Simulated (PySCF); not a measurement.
ZrH₄, SMILES [ZrH4], multiplicity 1.

Geometry optimised at r2SCAN-D4/def2-TZVPD. The multiplicity is an assumed one; other spin states were not compared. The def2 effective core potentials stand for the cores of Zr; spin–orbit coupling is left out.

Level of theory: CAM-B3LYP/def2-TZVPD (PySCF).

Symmetry labels are those of the subgroup D2 that the program uses (full group Td).

Computed valence orbital energies around the gap with their symmetry:
| orbital | symmetry | energy (eV) |
|---|---|---|
| HOMO−7 | A | -61.23 |
| HOMO−6 | B1 | -37.37 |
| HOMO−5 | B2 | -37.37 |
| HOMO−4 | B3 | -37.37 |
| HOMO−3 | A | -10.71 |
| HOMO−2 | B1 | -9.99 |
| HOMO−1 | B2 | -9.99 |
| HOMO | B3 | -9.99 |
| LUMO | A | -1.32 |
| LUMO+1 | A | -1.32 |
| LUMO+2 | B1 | -0.82 |
| LUMO+3 | B2 | -0.82 |
